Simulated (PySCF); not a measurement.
Species: C3H12O2Si3.
Numbering: `[CH3:1][SiH2:2][O:3][Si@@H:4]1[CH2:5][CH2:6][SiH2:7][O:8]1` (hydrogens: H9, H10, H11 on C1; H12, H13 on Si2; H14 on Si4; H15, H16 on C5; H17, H18 on C6; H19, H20 on Si7)

Computed, not measured: PBE0-D3(BJ)/def2-SVP geometry optimisation, gas phase in PySCF.

Give the optimised bond lengths and angles.

| bond | length (Å) | order |
| --- | --- | --- |
| C1–Si2 | 1.869 | single |
| Si2–O3 | 1.665 | single |
| O3–Si4 | 1.648 | single |
| Si4–C5 | 1.885 | single |
| C5–C6 | 1.546 | single |
| C6–Si7 | 1.896 | single |
| Si7–O8 | 1.683 | single |
| Si4–O8 | 1.677 | single |
| C1–H9, C1–H10, C1–H11 | 1.101 | single |
| Si2–H12 | 1.494 | single |
| Si2–H13 | 1.494 | single |
| Si4–H14 | 1.484 | single |
| C5–H15 | 1.102 | single |
| C5–H16 | 1.105 | single |
| C6–H17 | 1.102 | single |
| C6–H18 | 1.104 | single |
| Si7–H19 | 1.494 | single |
| Si7–H20 | 1.492 | single |

Bonds in one row agree within 0.01 Å and their mean is given. Orders are formal, as drawn. A selection of angles:
| angle | degrees |
| --- | --- |
| Si2–C1–H9 | 110.8 |
| Si2–C1–H11 | 110.3 |
| H9–C1–H10 | 107.9 |
| H9–C1–H11 | 108.5 |
| C1–Si2–O3 | 110.6 |
| C1–Si2–H12 | 110.7 |
| C1–Si2–H13 | 110.3 |
| O3–Si2–H12 | 107.5 |
| O3–Si2–H13 | 109.0 |
| H12–Si2–H13 | 108.6 |
| Si2–O3–Si4 | 145.2 |
| O3–Si4–C5 | 112.2 |
| O3–Si4–O8 | 110.3 |
| O3–Si4–H14 | 107.9 |
| C5–Si4–O8 | 100.1 |
| C5–Si4–H14 | 115.8 |
| O8–Si4–H14 | 110.3 |
| Si4–C5–C6 | 107.0 |
| Si4–C5–H15 | 113.0 |
| Si4–C5–H16 | 107.6 |
| C6–C5–H15 | 112.5 |
| C6–C5–H16 | 110.2 |
| H15–C5–H16 | 106.5 |
| C5–C6–Si7 | 106.3 |
| C5–C6–H17 | 112.6 |
| C5–C6–H18 | 110.1 |
| Si7–C6–H17 | 113.7 |
| Si7–C6–H18 | 107.7 |
| H17–C6–H18 | 106.4 |
| C6–Si7–O8 | 100.1 |
| C6–Si7–H19 | 113.1 |
| C6–Si7–H20 | 114.1 |
| O8–Si7–H19 | 110.0 |
| O8–Si7–H20 | 110.3 |
| H19–Si7–H20 | 109.0 |
| Si4–O8–Si7 | 115.3 |

Torsions: C1–Si2–O3–Si4 -19° (synperiplanar); Si2–O3–Si4–C5 101° (anticlinal); O3–Si4–C5–C6 -88° (synclinal); Si4–C5–C6–Si7 -34° (synclinal); C5–C6–Si7–O8 27° (synperiplanar); C6–Si7–O8–Si4 -8° (synperiplanar); O3–Si4–O8–Si7 109° (anticlinal).

Si2 (oxygen-bound silicon) is tetrahedral (angles from 107.5° to 110.7°). The 5-membered ring Si4–C5–C6–Si7–O8 has internal angles of 100.1° to 115.3°; it is puckered, 0.16 Å rms from its mean plane, widest ring torsion 34°. The 3 C–Si bonds span 1.869 Å (C1–Si2, drawn single) to 1.896 Å (C6–Si7, drawn single), a spread of 0.027 Å. Si7 (oxygen-bound silicon) is distorted tetrahedral (angles from 100.1° to 114.1°). The O–Si distances run from 1.648 Å (O3–Si4, drawn single) to 1.683 Å (Si7–O8, drawn single), a spread of 0.035 Å. Of the pairs four or more bonds apart, C1···Si7 is among the closest relative to their van der Waals radii: 3.95 Å, 104 % of the sum of Bondi's values. Si4 (oxygen-bound silicon) is distorted tetrahedral (angles from 100.1° to 115.8°).

Point group: C1 (no symmetry element, even within 0.4 Å). Not checked by PBE0-D3(BJ)/def2-SVP frequencies. One conformer, not necessarily the lowest.
